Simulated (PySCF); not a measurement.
## How exact exchange moves a shielding

Molecule: `[SiH2](OC(C)=O)Cl`, C$_{2}$H$_{5}$ClO$_{2}$Si.

Geometry:
```tsv
atom	x (Å)	y (Å)	z (Å)
C1	-1.926	0.113	0.487
C2	-0.599	0.277	-0.178
O3	-0.377	0.939	-1.165
O4	0.389	-0.398	0.424
Si5	1.909	-0.207	-0.345
Cl6	3.155	-1.364	0.811
H7	-2.687	0.689	-0.050
H8	-2.196	-0.953	0.507
H9	-1.857	0.447	1.532
H10	1.879	-0.774	-1.710
H11	2.362	1.199	-0.257
```

GIAO shieldings (ppm, equivalent atoms averaged) in PySCF on the PBE0-D3(BJ)/def2-SVP geometry, basis pcSseg-2, gas phase, non-relativistic:

| functional | exact exchange (%) | σ(O4) | σ(Si5) | σ(Cl6) |
| --- | --- | --- | --- | --- |
| BLYP | 0 | 76.4 | 327.5 | 910.3 |
| BP86 | 0 | 79.6 | 334.5 | 920.3 |
| PBE | 0 | 78.6 | 335.1 | 919.7 |
| B3LYP | 20 | 90.0 | 342.0 | 927.3 |
| mPW1PW91 | 25 | 95.3 | 352.9 | 939.8 |
| BHandHLYP | 50 | 109.4 | 364.6 | 948.3 |
| HF | 100 | 140.5 | 406.9 | 979.9 |

Question: Fit each shielding as a line in the percentage of exact exchange.

Answer: σ(O4) = 78.3 + 0.62 x (rms 1.1 ppm); σ(Si5) = 331.4 + 0.74 x (rms 3.4 ppm); σ(Cl6) = 917.5 + 0.63 x (rms 4.1 ppm). The functionals also differ in their semilocal parts, which the line can't hold; Hartree–Fock has no correlation at all.

Question: What does the line predict for PBE0 (25 %), and what does the run give?

Answer: σ(O4): 93.8 predicted, 95.5 computed; σ(Si5): 349.9 predicted, 353.6 computed; σ(Cl6): 933.2 predicted, 940.2 computed ppm.
